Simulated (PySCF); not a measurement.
# Ba2: from constants to spectrum

PBE0 constants of Ba2, ³Πg (triplet), unpaired electrons σ ↑, π ↑, a second solution, started from another occupation (Ba x2c-TZVPall; spin-free X2C with a Gaussian nucleus (PySCF 2.14); masses 137.9052 and 137.9052 u):

| Quantity | Value |
| --- | --- |
| ωe | 74.2 cm⁻¹ |
| ωexe | 0.116 cm⁻¹ |
| Be | 0.01463 cm⁻¹ |
| αe | 2.64e-05 cm⁻¹ |

Q: What force constant and bond length do these constants imply?

A: Reduced mass μred = 68.953 u; k = 5.8918×10⁻⁷·μred·ωe² (u, cm⁻¹, mdyn/Å) = 0.224 mdyn/Å; Re = √(16.8576/(μred·Be)) (u, cm⁻¹, Å) = 4.088 Å.

Q: Estimate the centrifugal constant D from the Kratzer relation and find the Dunham coefficient a1.

A: D = 4Be³/ωe² = 2.28e-09 cm⁻¹; a1 = −1 − αeωe/(6Be²) = -2.53.

Spin–orbit coupling is left out.
